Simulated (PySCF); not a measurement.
TaF4, SMILES [F][Ta]([F])([F])[F] (connectivity only; charge and spin as stated), neutral, multiplicity 2.

Coordinates come from a B3LYP-D3(BJ)/def2-SVP optimisation. The spin state was assumed, not searched. The isomer is the one that the SMILES or the coordinates give; other isomers of the formula were not compared. The def2 effective core potentials stand for the cores of Ta; spin–orbit coupling is left out.

Two levels are set side by side: PBE/def2-TZVP (PySCF) and B3LYP/def2-TZVP (PySCF). Same geometry, gas phase. Differences are taken from unrounded values.

| quantity | B3LYP | PBE | PBE minus B3LYP |
|---|---|---|---|
| α-spin orbital gap (eV) | 4.21 | 2.36 | -1.85 |
| β-spin orbital gap (eV) | 8.64 | 6.52 | -2.12 |
| mean polarisability (bohr³) | 37.8 | 41.2 | 3.4 |

Loosely held outer electrons make PBE densities more polarisable. Differences between two approximate levels are no errors against the true value.

Rough cost on one machine, each run with all the roots and properties that it gave: B3LYP against PBE within a factor of 2.
